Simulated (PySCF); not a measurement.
CuI, triplet, at a GFN2-xTB geometry (such geometries of metal compounds can be far from the true shape) (the multiplicity is a formal guess) (core potentials on I); DF-SVWN5/def2-TZVP in PySCF.

Input for PySCF:
```python
from pyscf import gto, scf, dft

mol = gto.M(
    atom='''
Cu   -0.00000000   -0.00000000   -1.62833231
I     0.00000000    0.00000000    0.89097428
''',
    basis='def2-tzvp',
    ecp={'I': 'def2-tzvp'},
    spin=2,
    verbose=4,
)

mf = dft.UKS(mol)
mf.xc = 'lda,vwn'
mf = mf.density_fit(auxbasis='def2-universal-jkfit')
mf.kernel()
mf.analyze()
```

The log (banner, timings and long lists left out):

```
PySCF version 2.14.0

[INPUT] verbose = 4
[INPUT] num. atoms = 2
[INPUT] num. electrons = 54
[INPUT] charge = 0
[INPUT] spin (= nelec alpha-beta = 2S) = 2
[INPUT] symmetry False subgroup None
[INPUT] Mole.unit = angstrom
[INPUT] Symbol           X                Y                Z      unit          X                Y                Z       unit  Magmom
[...]
nuclear repulsion = 152.285346864829
number of shells = 31
number of NR pGTOs = 187
number of NR cGTOs = 95
basis = def2-tzvp
ecp = {'I': 'def2-tzvp'}

******** <class 'pyscf.df.df_jk.DFUKS'> ********
method = DFUKS
initial guess = minao
damping factor = 0
level_shift factor = 0
DIIS = <class 'pyscf.scf.diis.CDIIS'>
diis_start_cycle = 1
diis_space = 8
diis_damp = 0
SCF conv_tol = 1e-09
SCF conv_tol_grad = None
SCF max_cycles = 50
direct_scf = False
number electrons alpha = 28  beta = 26
XC library pyscf.dft.libxc version 7.1.2
    S. Lehtola, C. Steigemann, M. J. T. Oliveira, and M. A. L. Marques,  SoftwareX 7, 1–5 (2018)
XC functionals = lda,vwn
    P. A. M. Dirac,  Math. Proc. Cambridge Philos. Soc. 26, 376 (1930)
    F. Bloch,  Z. Phys. 57, 545 (1929)
    S. H. Vosko, L. Wilk, and M. Nusair,  Can. J. Phys. 58, 1200 (1980)
radial grids:
    Treutler-Ahlrichs [JCP 102, 346 (1995); DOI:10.1063/1.469408] (M4) radial grids

becke partition: Becke, JCP 88, 2547 (1988); DOI:10.1063/1.454033
pruning grids: <function nwchem_prune>
grids dens level: 3
symmetrized grids: False
atomic radii adjust function: <function treutler_atomic_radii_adjust>
small_rho_cutoff = 0
Set gradient conv threshold to 3.16228e-05
tot grids = 42600
init E= -1892.75755830632

cycle= 1 E= -1890.81846246011  delta_E= 1.94  |g|= 9.06  |ddm|= 14.1
cycle= 2 E= -1685.21967648392  delta_E=  206  |g|= 15.5  |ddm|= 18.3
cycle= 3 E= -1923.53969253247  delta_E= -238  |g|= 6.97  |ddm|= 16.2

cycle= 4 E= -1934.80989965501  delta_E= -11.3  |g|= 0.748  |ddm|= 4.85

cycle= 5 E= -1934.16658596054  delta_E= 0.643  |g|= 1.67  |ddm|= 1.84

cycle= 6 E= -1934.78430370462  delta_E= -0.618  |g|= 0.744  |ddm|= 1.04

cycle= 7 E= -1934.95486720143  delta_E= -0.171  |g|= 0.516  |ddm|= 1.12

cycle= 8 E= -1935.02909873451  delta_E= -0.0742  |g|= 0.112  |ddm|= 1.06

cycle= 9 E= -1935.01783945689  delta_E= 0.0113  |g|= 0.238  |ddm|= 1.03

cycle= 10 E= -1935.03245318629  delta_E= -0.0146  |g|= 0.0873  |ddm|= 1.02

cycle= 11 E= -1935.03358295356  delta_E= -0.00113  |g|= 0.0655  |ddm|= 1.03

cycle= 12 E= -1935.03406432489  delta_E= -0.000481  |g|= 0.0525  |ddm|= 1.03

cycle= 13 E= -1935.03385940136  delta_E= 0.000205  |g|= 0.0571  |ddm|= 0.939

cycle= 14 E= -1935.03395256674  delta_E= -9.32e-05  |g|= 0.055  |ddm|= 0.52

cycle= 15 E= -1935.03404155087  delta_E= -8.9e-05  |g|= 0.0532  |ddm|= 0.0378

cycle= 16 E= -1935.03386063106  delta_E= 0.000181  |g|= 0.0574  |ddm|= 1.03

cycle= 17 E= -1935.03394508531  delta_E= -8.45e-05  |g|= 0.0553  |ddm|= 0.0179

cycle= 18 E= -1935.03391484948  delta_E= 3.02e-05  |g|= 0.0563  |ddm|= 1.03

cycle= 19 E= -1935.03375282101  delta_E= 0.000162  |g|= 0.0597  |ddm|= 1.03

cycle= 20 E= -1935.03406843444  delta_E= -0.000316  |g|= 0.0524  |ddm|= 0.0695

cycle= 21 E= -1935.03396847751  delta_E= 0.0001  |g|= 0.0549  |ddm|= 1.03

cycle= 22 E= -1935.03408011062  delta_E= -0.000112  |g|= 0.0522  |ddm|= 0.218

cycle= 23 E= -1935.03408402289  delta_E= -3.91e-06  |g|= 0.0521  |ddm|= 0.97

cycle= 24 E= -1935.03389436228  delta_E= 0.00019  |g|= 0.0565  |ddm|= 0.622

cycle= 25 E= -1935.03386812105  delta_E= 2.62e-05  |g|= 0.0571  |ddm|= 0.0176

cycle= 26 E= -1935.03384575429  delta_E= 2.24e-05  |g|= 0.0575  |ddm|= 0.0145

cycle= 27 E= -1935.03388150247  delta_E= -3.57e-05  |g|= 0.0568  |ddm|= 0.00193

cycle= 28 E= -1935.03386442371  delta_E= 1.71e-05  |g|= 0.0572  |ddm|= 0.00174

cycle= 29 E= -1935.03407776505  delta_E= -0.000213  |g|= 0.0522  |ddm|= 0.951

cycle= 30 E= -1935.03407592866  delta_E= 1.84e-06  |g|= 0.0523  |ddm|= 0.0376

cycle= 31 E= -1935.03407766634  delta_E= -1.74e-06  |g|= 0.0523  |ddm|= 0.651

[...]
SCF not converged.
[...]
**** SCF Summaries ****
Total Energy =                       -1935.034013623644569
Nuclear Repulsion Energy =             152.285346864829165
One-electron Energy =                -3106.208177426083239
Two-electron Energy =                 1018.888816937609363
Two-electron Coulomb Energy =         1104.977975677543100
DFT Exchange-Correlation Energy =      -86.089158739933751
**** MO energy ****
                             alpha | beta                alpha | beta
[...]
spin_pop of  0 Cu 1s        0.00000
spin_pop of  0 Cu 2s        0.00001
spin_pop of  0 Cu 3s        0.00005
spin_pop of  0 Cu 4s        0.62907
spin_pop of  0 Cu 5s        0.00139
spin_pop of  0 Cu 6s        0.00038
spin_pop of  0 Cu 2px      -0.00000
spin_pop of  0 Cu 2py      -0.00000
spin_pop of  0 Cu 2pz      -0.00000
spin_pop of  0 Cu 3px       0.00000
spin_pop of  0 Cu 3py       0.00000
spin_pop of  0 Cu 3pz       0.00000
spin_pop of  0 Cu 4px       0.00977
spin_pop of  0 Cu 4py      -0.00025
spin_pop of  0 Cu 4pz       0.08303
spin_pop of  0 Cu 5px       0.00129
spin_pop of  0 Cu 5py      -0.00001
spin_pop of  0 Cu 5pz       0.00285
spin_pop of  0 Cu 3dxy     -0.00023
spin_pop of  0 Cu 3dyz      0.01068
spin_pop of  0 Cu 3dz^2     0.01088
spin_pop of  0 Cu 3dxz      0.34541
spin_pop of  0 Cu 3dx2-y2   -0.00023
spin_pop of  0 Cu 4dxy      0.00010
spin_pop of  0 Cu 4dyz     -0.00035
spin_pop of  0 Cu 4dz^2     0.00134
spin_pop of  0 Cu 4dxz      0.00434
spin_pop of  0 Cu 4dx2-y2    0.00010
spin_pop of  0 Cu 5dxy      0.00014
spin_pop of  0 Cu 5dyz     -0.00033
spin_pop of  0 Cu 5dz^2     0.00082
spin_pop of  0 Cu 5dxz      0.00736
spin_pop of  0 Cu 5dx2-y2    0.00014
spin_pop of  0 Cu 6dxy      0.00000
spin_pop of  0 Cu 6dyz      0.00001
spin_pop of  0 Cu 6dz^2     0.00151
spin_pop of  0 Cu 6dxz      0.02349
spin_pop of  0 Cu 6dx2-y2   -0.00000
spin_pop of  0 Cu 4f-3      0.00000
spin_pop of  0 Cu 4f-2     -0.00000
spin_pop of  0 Cu 4f-1      0.00000
spin_pop of  0 Cu 4f+0      0.00000
spin_pop of  0 Cu 4f+1      0.00000
spin_pop of  0 Cu 4f+2     -0.00000
spin_pop of  0 Cu 4f+3      0.00000
spin_pop of  1 I 4s        0.00002
spin_pop of  1 I 5s        0.01414
spin_pop of  1 I 6s        0.00070
spin_pop of  1 I 7s       -0.00007
spin_pop of  1 I 8s        0.00010
spin_pop of  1 I 9s        0.00006
spin_pop of  1 I 4px       0.00061
spin_pop of  1 I 4py       0.00797
spin_pop of  1 I 4pz       0.00033
spin_pop of  1 I 5px       0.00744
spin_pop of  1 I 5py       0.00078
spin_pop of  1 I 5pz       0.00004
spin_pop of  1 I 6px       0.00913
spin_pop of  1 I 6py       0.57033
spin_pop of  1 I 6pz       0.01757
spin_pop of  1 I 7px       0.22970
spin_pop of  1 I 7py       0.00056
spin_pop of  1 I 7pz       0.00046
spin_pop of  1 I 8px       0.00170
spin_pop of  1 I 8py       0.00016
spin_pop of  1 I 8pz       0.00012
spin_pop of  1 I 4dxy     -0.00133
spin_pop of  1 I 4dyz     -0.00124
spin_pop of  1 I 4dz^2    -0.00128
spin_pop of  1 I 4dxz     -0.00165
spin_pop of  1 I 4dx2-y2    0.00015
spin_pop of  1 I 5dxy      0.00082
spin_pop of  1 I 5dyz      0.00095
spin_pop of  1 I 5dz^2     0.00086
spin_pop of  1 I 5dxz      0.00102
spin_pop of  1 I 5dx2-y2   -0.00011
spin_pop of  1 I 6dxy      0.00026
spin_pop of  1 I 6dyz      0.00518
spin_pop of  1 I 6dz^2     0.00100
spin_pop of  1 I 6dxz      0.00062
spin_pop of  1 I 6dx2-y2   -0.00005
spin_pop of  1 I 4f-3      0.00000
spin_pop of  1 I 4f-2      0.00000
spin_pop of  1 I 4f-1     -0.00001
spin_pop of  1 I 4f+0      0.00003
spin_pop of  1 I 4f+1     -0.00000
spin_pop of  1 I 4f+2      0.00000
spin_pop of  1 I 4f+3      0.00000
spin_pop of  1 I 5f-3      0.00000
spin_pop of  1 I 5f-2      0.00000
spin_pop of  1 I 5f-1     -0.00003
spin_pop of  1 I 5f+0      0.00019
spin_pop of  1 I 5f+1     -0.00001
spin_pop of  1 I 5f+2      0.00000
spin_pop of  1 I 5f+3      0.00000
In total            28.00000 | 26.00000
Dipole moment(X, Y, Z, Debye):  0.00000,  0.00000,  0.65427
```

The run did not converge; its last values are not results.
